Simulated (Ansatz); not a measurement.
Stepwise reaction of `BC=C` with hydrogen chloride, as a gas-phase model of exchange steps in deposition or etching. ΔE in kJ/mol; ΔG adds harmonic PBE0-D4 terms to CCSD(T)/CBS, at 1 bar.

Program: Ansatz. Geometries: PBE0-D4/def2-TZVP. ΔE: electronic, gas phase. CCSD(T)/CBS is the MP2 limit (def2-TZVPP, def2-QZVPP) plus CCSD(T) − MP2 in def2-TZVPP, frozen cores. This one scheme is used for every species. Functionals use def2-TZVPP. B3LYP here is the variant with VWN-RPA as its local correlation; programs differ in this. Each species was taken in one conformer, which may not be the lowest.

```json
{"step": "1", "reaction": "`BC=C` + HCl → `C=CBCl` + H₂", "PBE-D4": "-91.6", "B3LYP-D4": "-84.1", "ωB97M-V": "-84.1", "CCSD(T)/CBS": "-83.2", "ΔG(600 K)": "-76.3"}
```

(1) Give the row of step 2, `C=CBCl` + HCl → `C=CB(Cl)Cl` + H₂. (Best estimate.)

(2) By hand: ΔE of the 2 steps together at CCSD(T)/CBS.

Answers

(1) Computed: 
```tsv
step	reaction	PBE-D4	B3LYP-D4	ωB97M-V	CCSD(T)/CBS	ΔG(600 K)
2	`C=CBCl` + HCl → `C=CB(Cl)Cl` + H₂	-72.0	-65.4	-66.3	-65.0	-58.4
```

(2) (-83.2) + (-65.0) = -148.2 kJ/mol, or -74.1 kJ/mol a step.

In ΔE each step is higher than the one before. All are downhill at CCSD(T)/CBS. ΔG lies between -76.3 and -58.4 kJ/mol a step. PBE-D4 differs from CCSD(T)/CBS by -8.4 to -7.0 kJ/mol a step. Isolated molecules leave out the surface, adducts and barriers. Largest T1 diagnostic: 0.012.
